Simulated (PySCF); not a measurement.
**Electronic structure of B⁺ (boron, charge +1) at the UHF level**

Configuration: [He] 2s1 3d1, high-spin 3D determinant (an excited configuration). Calculation: PySCF 2.14, in aug-cc-pCVQZ-DK; the spin-free X2C one-electron Hamiltonian (Gaussian nucleus).

```json
{
 "Total energy": "-23.612004 hartree",
 "One-electron energy": "-28.6908 hartree",
 "Hartree (Coulomb) energy": "8.4140 hartree",
 "Exchange energy": "-3.3351 hartree",
 "⟨S²⟩": "2.0000",
 "⟨L²⟩": "6.000",
 "Sum of ⟨r⟩": "7.135 bohr",
 "Sum of ⟨r²⟩": "30.05 bohr²",
 "Traceless quadrupole moment −½Σ⟨3z² − r²⟩ along its main axis": "7.58 e·bohr²",
 "Langevin diamagnetic susceptibility": "-23.8 ×10⁻⁶ cm³/mol"
}
```

```tsv
shell	electrons	mean orbital energy (eV)	rms radius, mean of both spins (bohr)
1s α	1	-234.14	0.377
1s β	1	-232.42	0.377
2s α	1	-31.506	1.79
3d α	1	-6.249	5.15
```

The outer electron is Rydberg-like, and this basis confines it to a smaller radius and binds it less than a complete one would.

Spin-orbit constants ζ (cm⁻¹) from the X2C one-electron operator on these orbitals: bare nucleus, nucleus screened by l(l+1)(2l+1)/3 electrons, and screened by the Breit-Pauli mean field of the electrons.

```csv
shell,bare,screened nucleus,mean field
3d,0.7953,0.3181,0.2894
```

To first order the Landé constant is A = 0.1447 cm⁻¹, so the lowest level has J = 1 and lies 5.38e-05 eV below the centre of the term. This holds in LS coupling only.
